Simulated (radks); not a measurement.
Spherical quantum dot in the effective-mass picture: electrons in a well V = -V0 / (1 + exp((r - R)/a)) with V0 = 43.4, R = 1.29, a = 0.13, all in effective atomic units (hartree* = m*/eps^2 hartree, bohr* = eps/m* bohr), one dielectric constant everywhere. Method: non-relativistic Kohn-Sham, PBE, spin-polarised, spherical densities; computed with a radial shooting solver with Libxc functionals. Levels are named by radial order and angular momentum (1s, 1p, 1d, 2s, ...), and open shells are averaged over m. Results are scaled to m* = 0.062 and eps = 12.6, for which hartree* = 10.63 meV and bohr* = 10.75 nm.

N = 20, configuration 1s2 1p6 1d10 2s2. This is the lowest configuration that the search found. Occupied and some empty levels:

level  occupation  eigenvalue (meV)  <r> (nm)
1s              2           -191.11     7.884
1p              6           -165.73     8.915
1d             10           -130.44     9.674
2s              2           -101.22     7.512
1f              0           -87.341     10.30
2p              0           -51.075     8.738
1g              0           -37.759     10.87

Energy (meV): total -5075.60, kinetic 1337.5, external -8437.2, Hartree 2266.2, exchange-correlation -242.20.
